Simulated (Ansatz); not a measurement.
# Worked example: vertical energy of the triplet above the singlet of CuCl (cuprous chloride)

The species is CuCl (2 atoms), meant as a singlet with charge 0. SMILES: `[Cl][Cu]`. Geometry: relaxed at PBE0-D4/def2-TZVP.

```xyz
2

Cl    0.8983   -0.3452    0.4464
Cu   -0.8688    0.2850   -0.4424
```

Both states at this one shape; open shells run unrestricted unless said. 1 Eh = 27.2114 eV.

| level | program | singlet CuCl (Eh) | triplet CuCl (Eh) |
| --- | --- | --- | --- |
| SVWN5/def2-SVPD | Ansatz | -2096.135160 | -2096.042497 |
| B3LYP/6-31G* (Cartesian functions) | Ansatz | -2100.450000 | -2100.412585 |

Question: Work out the vertical gap, second state less first, at each level.

Answer: 
1. SVWN5/def2-SVPD: -2096.042497 − (-2096.135160) = 0.092663 Eh = 2.52 eV.
2. B3LYP/6-31G* (Cartesian functions): -2100.412585 − (-2100.450000) = 0.037415 Eh = 1.02 eV.

No measured value is set beside it here; the levels span 1.02 to 2.52 eV.
